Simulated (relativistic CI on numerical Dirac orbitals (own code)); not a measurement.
**Hyperfine structure of Pt⁷²⁺, mass number 195**

Computed by Dirac-Coulomb-Breit CI, KLI orbitals optimised for each configuration, a model potential for QED, unscaled Slater integrals (own radial code, finite nucleus).

Configurations in the expansion (outside the closed core 1s2): 2s2 2p2, 2s 2p3, 2p4, 2p3 3s, 2s2 2p 3s, 2p3 3p, 2p3 3d, 2s2 2p 3p, 2s2 2p 3d, 2s 2p2 3s, 2s 2p2 3p, 2s 2p2 3d, 2s2 2p 4s, 2s2 2p 4p, 2s2 2p 4d, 2s2 2p 4f. Levels of other configurations are missing.

Nuclear spin I = 1/2, μ = 0.6073 μN (tables of Stone and Pyykkö). The electronic factors are computed for point nuclear moments, without core polarisation or the Bohr-Weisskopf and QED corrections.

| Level | E (eV) | A (GHz) |
| --- | --- | --- |
| 2s2 2p2 3P_1 | 1805.71 | -1466 |
| 2s2 2p2 1D_2 | 1824.11 | 3931 |
| 2s2 2p2 3P_2 | 3658.01 | 1245 |
| 2s 2p3 5S°_2 | 3911.65 | 7165 |
| 2s 2p3 3D°_3 | 3957.67 | 9004 |
| 2s 2p3 3S°_1 | 4052.37 | -9424 |
| 2s 2p3 1D°_2 | 4061.09 | -811.2 |
| 2s 2p3 3P°_1 | 4065.88 | 23510 |

Levels with J = 0, under 50 % of one LS term, or S terms without an open s electron are left out. Small factors come from cancelling terms and can be off by tens of per cent or more.

At this charge energies of transitions that change n are usually good to better than 1 %, and those within a shell (Δn = 0) to a few per cent.

Q: Give the hyperfine levels of 2s2 2p2 3P_1 relative to its centre of gravity.

A: With K = F(F + 1) − I(I + 1) − J(J + 1), E = AK/2: F = 1/2: 1466, F = 3/2: -732.8 GHz.

LS names give the leading component of a level, which can be under half, so a name can repeat, a term be missing and a line seem to break the LS rules.
